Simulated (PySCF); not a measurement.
C$_{7}$H$_{7}$O, doublet (typed; the unrestricted solution is spin-contaminated), at a GFN2-xTB geometry. Base run: HF/STO-3G in PySCF.

PySCF was given this input:
```python
from pyscf import gto, scf

mol = gto.M(
    atom='''
C    -2.818338    0.033977    0.261488
C    -1.447947    0.013488    0.133730
C    -0.737477   -1.196442   -0.117320
C     0.623604   -1.214070   -0.243791
C     1.360160   -0.028823   -0.128112
O     2.710769   -0.093964   -0.260952
C     0.693229    1.174806    0.118009
C    -0.670152    1.200705    0.245963
H    -3.347230    0.950289    0.450782
H    -3.399272   -0.866022    0.175617
H    -1.300335   -2.113312   -0.207435
H     1.159120   -2.131156   -0.433806
H     3.093877    0.786061   -0.160172
H     1.266857    2.089354    0.206787
H    -1.177650    2.134648    0.436029
''',
    basis='sto-3g',
    charge=0,
    spin=1,
    verbose=4,
)

mf = scf.UHF(mol)
mf.kernel()
mf.analyze()
```

Variants of this job, named by their change:

| change | E (Eh) | HOMO (eV) | dipole (D) | <S^2> | core-seconds (rough) | outcome |
|---|---|---|---|---|---|---|
| base | -339.71655 | -6.56 | 1.28 | 1.614 | 2 | converged |
| functional = o3lyp | -341.73318 | -2.05 | 1.68 | 0.780 | 20 | converged |
| functional = wb97m_v | - | - | - | - | - | cut at the time limit |
| functional = tpssh | -341.86173 | -2.14 | 1.64 | 0.791 | 60 | converged |
| functional = pbe; dispersion = d3bj | -341.35699 | -1.46 | 1.86 | 0.766 | 20 | converged |
| functional = m06l | -341.66582 | -1.76 | 1.81 | 0.780 | 40 | converged |
| functional = hse06 | -341.43909 | -2.33 | 1.54 | 0.809 | 60 | converged |
| functional = b97m_v | - | - | - | - | - | cut at the time limit |
| functional = pbe0 | -341.41007 | -2.72 | 1.54 | 0.810 | 20 | converged |
| functional = m06 | -341.43173 | -2.64 | 1.66 | 0.790 | 30 | converged |
| functional = pbe | -341.34211 | -1.46 | 1.86 | 0.766 | 20 | converged |
| functional = b3lyp5 | -341.53993 | -2.39 | 1.59 | 0.795 | 30 | converged |
| functional = m062x | -341.75502 | -3.65 | 1.48 | 0.802 | 30 | converged |

Totals shift with the method and basis; they matter in differences.

Open shells are given as the SCF converged; they aren't shown to be the lowest states, and a large step between rows can be another state.
